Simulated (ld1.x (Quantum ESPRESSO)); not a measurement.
# An odd input for ld1.x (Quantum ESPRESSO) 7.5 (Ru)

Command:

```bash
ld1.x < Ru.in > Ru.out
```

Input:

```
&input
   title='Ru', zed=44., rel=0, dft='PBE', iswitch=3,
   config='[Kr] 4d7 5s0 5p0',
   nld=3, rlderiv=3.20, eminld=-3.0, emaxld=5.0, deld=0.02
 /
 &inputp
   pseudotype=2, tm=.true., lloc=0,
   nlcc=.false.,
   file_pseudopw='Ru.UPF', file_wfcaegen='ae.wfc', file_wfcncgen='nc.wfc', file_beta='beta', file_chi='chi'
 /
3
5P  2  1   0.00   0.00  2.85  2.85  0.0
4D  3  2   7.00   0.00  2.00  2.00  0.0
5S  1  0   0.00   0.00  2.95  2.95  0.0
 &test
   configts(1)='5s0 5p0'
 /
```

This is an input that runs to its end, with one change: 4d left out of the test configuration.

**Question.** How does the run end?

**Answer.** The program runs through. The occupied levels of the test differ from the all-electron ones by at most 0.00000 Ry (unchanged input: 0.00000 Ry). The valence charge becomes 1 in place of 8, so this is not the intended potential.

```
     --------------------- Generating NC pseudopotential ---------------------

      Generating local pot.: lloc=0, matching radius rcloc =   2.9500

      Wfc   5P  rcut= 2.832  Using Troullier-Martins method

      Wfc   4D  rcut= 1.995  Using Troullier-Martins method

     ------------------- End of pseudopotential generation -------------------

     Computing logarithmic derivative in   3.18859
     Computing logarithmic derivative in   3.18859
     Computing the partial wave expansion
       no projector for channel:   0
     R is outside the sphere for l=    1 j= 0.00
     R is outside the sphere for l=    2 j= 0.00

     ---------------------- Testing the pseudopotential ----------------------

     Ru

     atomic number is 44.00   valence charge is  1.00
     dft =PBE   lsd =0 sic =0 latt =0  beta=0.20 tr2=1.0E-14
     mesh =1233 r(mesh) = 101.06970 xmin = -7.00 dx = 0.01250

     n l     nl             e AE (Ry)        e PS (Ry)    De AE-PS (Ry)
     1 0     5S   1( 0.00)       -0.72969       -0.72969        0.00000
     2 1     5P   1( 0.00)       -0.43899       -0.43899       -0.00000

     eps = 0.0E+00  iter =  1

     Etot =   -8885.838004 Ry,   -4442.919002 Ha, -120897.985022 eV
     Etotps =     0.000000 Ry,       0.000000 Ha,       0.000000 eV

     Ekin =       0.000000 Ry,       0.000000 Ha,       0.000000 eV
     Encl =       0.000000 Ry,       0.000000 Ha,       0.000000 eV
     Ehrt =       0.000000 Ry,       0.000000 Ha,       0.000000 eV
     Ecxc =       0.000000 Ry,       0.000000 Ha,       0.000000 eV

     ---------------------- End of pseudopotential test ----------------------
```
